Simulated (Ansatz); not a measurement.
Geometry optimisation, RKS PBE0/def2-SVP in Ansatz 0.2.0.

input.yaml

```yaml
crystal:
  periodic: [false, false, false]
  atoms:
    - { symbol: Ge, position_ang: [-0.062964, -0.38319, -0.502668] }
    - { symbol: C, position_ang: [0.402769, -0.097286, 2.620809] }
    - { symbol: H, position_ang: [-0.458388, 0.474123, 2.250615] }
    - { symbol: H, position_ang: [0.293693, -0.264605, 3.70131] }
    - { symbol: H, position_ang: [1.333699, 0.453767, 2.432557] }
    - { symbol: H, position_ang: [1.153656, 0.550184, -0.359266] }
    - { symbol: O, position_ang: [-1.539764, 0.431591, 0.097924] }
    - { symbol: H, position_ang: [-2.069127, 0.774653, -0.629244] }
    - { symbol: H, position_ang: [-0.278241, -0.725114, -1.99497] }
    - { symbol: H, position_ang: [0.133687, -1.65601, 0.347581] }
    - { symbol: H, position_ang: [0.43528, -1.069311, 2.09865] }
basis:
  gaussian: { orbitals: def2-SVP }
hamiltonian:
  xc: pbe0
relax:
  f_tol: 0.03
  max_steps: 50
```

Run as:

```bash
$ ansatz run input.yaml --threads 2 --pin off --max-ram 3072MiB --backend cpu --events-out ev --progress --plain --runs-dir out
```

Question: Where does it end, and by what steps?

Answer: The run converged. The force dipped under the threshold on the way, but the program's further checks kept it going. After 26 steps the energy has fallen by 0.228 eV; H10 moved furthest, 1.82 Å.

| step | energy less start (eV) | largest force component (eV/Å) | accepted |
| --- | --- | --- | --- |
| 0 | 0.0000 | 0.428 | yes |
| 1 | -0.1184 | 0.201 | yes |
| 2 | -0.1611 | 0.138 | yes |
| 3 | -0.1582 | 0.382 | no |
| 4 | -0.1732 | 0.149 | yes |
| 5 | -0.1842 | 0.175 | yes |
| 6 | -0.1867 | 0.734 | yes |
| 7 | -0.1994 | 0.220 | yes |
| 8 | -0.1973 | 0.605 | no |
| 9 | -0.2016 | 0.055 | yes |
| 10 | -0.2048 | 0.102 | yes |
| 11 | -0.2066 | 0.178 | yes |
| 12 | -0.2072 | 0.343 | yes |
| 13 | -0.2106 | 0.177 | yes |
| 14 | -0.2123 | 0.150 | yes |
| 15 | -0.2142 | 0.213 | yes |
| 16 | -0.2169 | 0.091 | yes |
| 17 | -0.2189 | 0.038 | yes |
| 18 | -0.2212 | 0.077 | yes |
| 19 | -0.2221 | 0.144 | yes |
| 20 | -0.2238 | 0.085 | yes |
| 21 | -0.2256 | 0.037 | yes |
| 22 | -0.2265 | 0.095 | yes |
| 23 | -0.2272 | 0.069 | yes |
| 24 | -0.2275 | 0.031 | yes |
| 25 | -0.2279 | 0.012 | yes |
| 26 | -0.2280 | 0.030 | yes |

```xyz
11
Properties=species:S:1:pos:R:3
Ge -0.210 -0.566 -1.445
C 0.363 0.109 3.358
H -0.082 -0.074 2.369
H -0.416 0.442 4.059
H 1.139 0.883 3.283
H 1.159 0.146 -1.471
O -1.082 -0.182 0.069
H -1.243 0.761 0.183
H -1.052 -0.123 -2.663
H -0.045 -2.090 -1.413
H 0.814 -0.819 3.734
```

Time of the run: 62 s on 2 threads of Arm Neoverse V1, on a shared host, peak memory 0.21 GiB.
